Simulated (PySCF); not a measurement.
A PySCF script (with the pyscf-properties extension) for the NMR shieldings of SMILES C#CB(C#C)NC, C5H6BN, on a GFN2-xTB geometry:

```python
import basis_set_exchange as bse
import numpy as np
from pyscf import gto, dft
from pyscf.prop import nmr

atoms = """
C     1.995545    2.396096    0.791898
C     1.286220    1.473053    0.489374
B     0.404406    0.291767    0.108707
C     1.044500   -1.056642   -0.190316
C     1.560948   -2.116714   -0.427882
N    -0.971252    0.456067    0.039229
C    -1.952880   -0.542311   -0.302794
H     2.616439    3.203153    1.056178
H     2.016449   -3.041868   -0.635925
H    -1.380217    1.358834    0.234114
H    -1.449873   -1.493732   -0.466305
H    -2.489697   -0.265977   -1.215737
H    -2.684976   -0.661239    0.501731
"""
names = dict.fromkeys(["C", "B", "N", "H"], "pcSseg-1")
basis = {el: gto.basis.parse(bse.get_basis(n, elements=[el], fmt="nwchem")) for el, n in names.items()}
mol = gto.M(atom=atoms, basis=basis, charge=0, verbose=0)
mf = dft.RKS(mol, xc="PBE0")
mf.grids.level = 2
mf.grids.alignment = dft.numint.BLKSIZE   # the property module wants whole blocks of grid points
mf.conv_tol = 1e-9
mf.kernel()

calc = nmr.RKS(mf)   # GIAO
C = mf.mo_coeff
Co = C[:, mf.mo_occ > 0]
resp = mf.gen_response(singlet=True, hermi=2)
def vind(x):   # induced exchange potential for any number of trial vectors
    d = np.einsum("pi,xij,qj->xpq", C, 2 * x.reshape(-1, C.shape[1], Co.shape[1]), Co, optimize=True)
    return np.einsum("xpq,pi,qj->xij", resp(d - d.transpose(0, 2, 1)), C, Co, optimize=True).ravel()
mo1, _ = nmr.rhf.solve_mo1(calc, with_cphf=vind)
sigma = calc.kernel(mo1)
for i, s in enumerate(sigma):   # ppm
    print("%2d %-2s %9.2f" % (i, mol.atom_pure_symbol(i), np.trace(s) / 3))
```

Q: What are the results?

A: 
```
 0 C      86.94
 1 C      93.19
 2 B      82.46
 3 C      95.23
 4 C      81.88
 5 N     130.63
 6 C     151.38
 7 H      29.48
 8 H      29.16
 9 H      27.23
10 H      27.74
11 H      28.78
12 H      28.81
```

These numbers come from an equivalent density-fitted implementation of the same equations, which agrees with the script to about 0.01 ppm for H and up to a few tenths of a ppm for heavy atoms, so last digits may differ.

Size and cost of the density-fitted run: 149 basis functions, 29 s wall time on 1 thread of an Arm Neoverse N1, shared host; peak memory 0.7 GiB.
